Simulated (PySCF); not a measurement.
A geometry optimisation on `C[NH][GeH2][PH2]`.

Computed with PBE0-D3(BJ)/def2-SVP geometry optimisation, gas phase (PySCF 2.14.0). Start geometry: GFN2-xTB. The input is one job of a driver script: a line of settings, then coordinates in Å.

Command:
```bash
OMP_NUM_THREADS=1 python probes_run.py task.json out
```

Input:
```
{"job": {"xc": "PBE0", "basis": "def2-SVP", "d3": "d3bj", "grid": 1, "shake": 0.01, "kind": "geom"}, "charge": 0, "multiplicity": 1}
C     -1.708080     0.475880     0.128480
N     -0.988790    -0.743510     0.240720
Ge     0.719870    -0.844960    -0.360300
P      2.235310     0.612680     0.723150
H     -1.594640     0.881730    -0.896000
H     -2.795370     0.313690     0.276780
H     -1.400010     1.272220     0.834770
H     -1.115490    -1.140900     1.152380
H      1.098610    -2.285160    -0.108400
H      0.608960    -0.622620    -1.834260
H      1.740890     1.691020    -0.006550
H      3.238430     0.361640    -0.159800
```

Output:
```
step   0  E = -2515.08089423  max force = 0.027010
step   1  E = -2515.08612372  max force = 0.007259
step   2  E = -2515.08670225  max force = 0.001347
step   3  E = -2515.08673191  max force = 0.000472
step   4  E = -2515.08675099  max force = 0.000581
step   5  E = -2515.08676123  max force = 0.000525
step   6  E = -2515.08676615  max force = 0.000206
optimisation converged
```

Energies in Eh; «max force» is the largest Cartesian gradient component in Eh/bohr.

Problem. How much energy does the optimisation release, in kJ/mol?

Solution. E(step 0) − E(last step) = 0.005872 Eh, which is 15.4 kJ/mol.

Problem. Give the first gradient maximum in eV/Å.

Solution. With 1 Eh/bohr = 51.422 eV/Å, 1.389 eV/Å.

Main results: final energy -2515.08677 Eh after 6 steps; dipole 0.64 D.

Problem. Where do the atoms end?

Solution. 0.057 Å rms from the input after alignment:
```
atom  x, y, z in Å
C1    -1.7249    0.4781    0.1862
N2    -0.9757   -0.7489    0.3230
Ge3    0.7224   -0.8731   -0.3553
P4     2.2088    0.6573    0.6196
H5    -1.6912    0.8234   -0.8605
H6    -2.7885    0.3138    0.4269
H7    -1.3701    1.3196    0.8169
H8    -1.0802   -1.1696    1.2414
H9     1.2301   -2.2894   -0.0262
H10    0.6074   -0.6552   -1.8778
H11    1.6959    1.7679   -0.1202
H12    3.2328    0.3888   -0.3416
```

Hardware: AMD EPYC 9R45, one thread, no GPU, shared host. Cost: 21 s, 0.51 GiB resident at most.
Labels such as C1 count atoms from 1, the log's own numbers from 0.
